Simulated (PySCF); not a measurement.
**[VI4]-: multiplets, ligand field and magnetism**

[VI4]- holds V(III), d2, at total charge -1. The structure is a PBE0-D3(BJ)/def2-SVP geometry optimised for multiplicity 3; coordination tetrahedral, point group Td, metal–donor distances 2.60 Å.

```
5

V     0.0000    0.0000    0.0000
I     1.5010    1.5010    1.5010
I    -1.5010    1.5010   -1.5010
I     1.5010   -1.5010   -1.5010
I    -1.5010   -1.5010    1.5010
```

Method (PySCF 2.14, density fitting): CASSCF(2,5) with orbitals averaged over all microstates of the shell, strongly contracted NEVPT2 on the averaged canonical orbitals; basis x2c-TZVPall on the metal, x2c-SVPall elsewhere; spin-free X2C; IEF-PCM dichloromethane; spin-orbit coupling by state interaction with the mean-field operator over all roots.

Spin-free states:

| 2S+1 | deg. | symmetry | free-ion term | CASSCF / cm⁻¹ | NEVPT2 / cm⁻¹ | f(ED) | occupations |
| --- | --- | --- | --- | --- | --- | --- | --- |
| 3 | 1 | 3A2 | 3F 1.00 | 0 | 0 | – | 1.0 1.0 0.0 0.0 0.0 |
| 3 | 3 | 3T2 | 3F 1.00 | 4757 | 5968 | 0 | 0.5 0.5 0.3 0.3 0.3 |
| 3 | 3 | 3T1 | 3F 0.97 | 8253 | 10071 | 1.0e-03 | 0.2 0.2 0.6 0.6 0.6 |
| 1 | 2 | 1E | 1D 0.84 | 13298 | 11354 | – | 0.9 0.9 0.1 0.1 0.1 |
| 1 | 3 | 1T2 | 1D 0.92 | 17146 | 16586 | – | 0.4 0.4 0.4 0.4 0.4 |
| 3 | 3 | 3T1 | 3P 0.97 | 19038 | 17313 | 3.2e-03 | 0.3 0.3 0.5 0.5 0.5 |
| 1 | 1 | 1A1 | 1G 0.98 | 20826 | 18656 | – | 0.7 0.7 0.2 0.2 0.2 |
| 1 | 3 | 1T1 | 1G 1.00 | 21764 | 20497 | – | 0.5 0.5 0.3 0.3 0.3 |
| 1 | 2 | 1E | 1G 0.84 | 24039 | 23758 | – | 0.1 0.1 0.6 0.6 0.6 |
| 1 | 3 | 1T2 | 1G 0.92 | 25154 | 24760 | – | 0.1 0.1 0.6 0.6 0.6 |
| 1 | 1 | 1A1 | 1S 0.98 | 48436 | 40916 | – | 0.3 0.3 0.5 0.5 0.5 |

Energies are counted from the ground state at NEVPT2 level. Weights follow the labels. f(ED) is the electric-dipole oscillator strength from the ground state at the fixed geometry, without vibronic coupling; occupations, where given, run over the ligand-field orbitals from the lowest.

## Ligand-field fit

```csv
cm⁻¹,CASSCF
10Dq,4239
B,867
"B, free ion",1086
C,3316
"C, free ion",4071
rms of the fit,234
```

```csv
orbital,CASSCF / cm⁻¹,metal share,main function
1,0,0.95,degenerate set
2,0,0.95,degenerate set
3,4239,0.87,degenerate set
4,4239,0.87,degenerate set
5,4239,0.87,degenerate set
```

ζ = 50 cm⁻¹, against 209 for the free ion. Spin-orbit coupling on the heavy ligands mixes in, so a single ζ doesn't describe the levels.

## Spin-orbit levels

```
E / cm⁻¹  deg.   make-up
     0.0     3  1.00 3A2
  5906.4     2  1.00 3T2
  5912.4     3  1.00 3T2
  6032.8     3  1.00 3T2
  6089.4     1  1.00 3T2
 10066.3     3  1.00 3T1
 10068.0     2  1.00 3T1
 10072.1     1  1.00 3T1
 10078.9     3  1.00 3T1
 11362.2     2   1.00 1E
 16592.7     3  1.00 1T2
 17182.7     1  0.99 3T1
 17257.0     3  1.00 3T1
 17384.6     3  1.00 3T1
 17387.0     2  1.00 3T1
 18682.1     1  0.99 1A1
```

Only the lowest levels are listed: 36 of 45 states.

## Magnetism

The ground multiplet follows a spin Hamiltonian with S = 1, g = 1.932, 1.932, 1.932, D = 0 (spin-orbit part alone); the lowest levels hold 100 % of the spin-free ground state. μeff is 2.85 μB at 300 K and 2.74 μB at 10 K; the spin-only value is 2.83 μB.

```tsv
T / K	χT / cm³ K mol⁻¹	μeff / μB
2	0.934	2.73
5	0.935	2.73
10	0.936	2.74
20	0.939	2.74
30	0.941	2.74
50	0.947	2.75
75	0.953	2.76
100	0.960	2.77
150	0.974	2.79
200	0.987	2.81
250	1.000	2.83
300	1.014	2.85
```

Powder magnetisation at 2 K: 0.41 μB at 0.5 T, 0.78 μB at 1 T, 1.33 μB at 2 T, 1.63 μB at 3 T, 1.86 μB at 5 T, 1.91 μB at 7 T.

No frequencies were computed for the optimised geometry. Charge-transfer states lie outside this active space and may come lower than some of these levels. NEVPT2 lifts 3T2 from 4757 to 5968 cm⁻¹; on the d shell alone such lifts tend to overshoot. NEVPT2 on the d shell alone tends to put d–d bands too high for such charged or covalently bound ions.

The job took 53 s on one thread of Arm Neoverse V2 (shared host), with 192 basis functions and a peak of 0.74 GiB, launched as `OMP_NUM_THREADS=1 python lf_run.py task.json out`.
